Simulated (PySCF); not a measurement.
CH6O3Si, SMILES C[Si](O)(O)O (connectivity only; charge and spin as stated), charge -1, multiplicity 2.

Geometry optimised at TPSSh-D3(BJ)/def2-SVPD. The values are those of a single conformer.

Method: TPSSh-D3(BJ)/def2-SVPD in PySCF.

Frequencies are harmonic and unscaled.

| mode | ν (cm⁻¹) | IR (km/mol) | moving atoms (share of kinetic energy) |
|---|---|---|---|
| 1 | 136 | 5.1 | H 59 %, O 35 % |
| 2 | 147 | 10.4 | O 63 %, C 18 %, H 16 % |
| 3 | 181 | 1.4 | H 95 % |
| 4 | 231 | 3.3 | O 33 %, H 33 %, C 23 %, Si 12 % |
| 5 | 298 | 9.9 | O 48 %, Si 28 %, H 20 % |
| 6 | 313 | 1.0 | O 51 %, H 43 % |
| 7 | 317 | 39.1 | O 42 %, H 24 %, C 17 %, Si 16 % |
| 8 | 452 | 25.7 | H 89 %, O 11 % |
| 9 | 463 | 23.9 | O 58 %, H 24 %, C 14 % |
| 10 | 502 | 73.6 | H 73 %, O 21 % |
| 11 | 626 | 131.0 | Si 39 %, C 27 %, O 19 %, H 15 % |
| 12 | 693 | 123.0 | O 67 %, Si 24 % |
| 13 | 718 | 127.4 | H 73 %, C 17 %, Si 8 % |
| 14 | 738 | 102.8 | H 45 %, O 32 %, C 12 %, Si 10 % |
| 15 | 781 | 52.3 | Si 37 %, H 33 %, O 23 % |
| 16 | 838 | 64.7 | H 87 % |
| 17 | 926 | 169.7 | H 87 %, O 12 % |
| 18 | 986 | 150.2 | H 79 %, O 12 %, Si 9 % |
| 19 | 1196 | 12.5 | H 79 %, C 21 % |
| 20 | 1430 | 7.2 | H 95 % |
| 21 | 1436 | 2.1 | H 95 % |
| 22 | 2951 | 170.1 | H 96 % |
| 23 | 3057 | 47.8 | H 92 %, C 8 % |
| 24 | 3092 | 27.4 | H 91 %, C 9 % |
| 25 | 3780 | 7.0 | H 94 % |
| 26 | 3819 | 11.0 | H 94 % |
| 27 | 3820 | 28.4 | H 94 % |
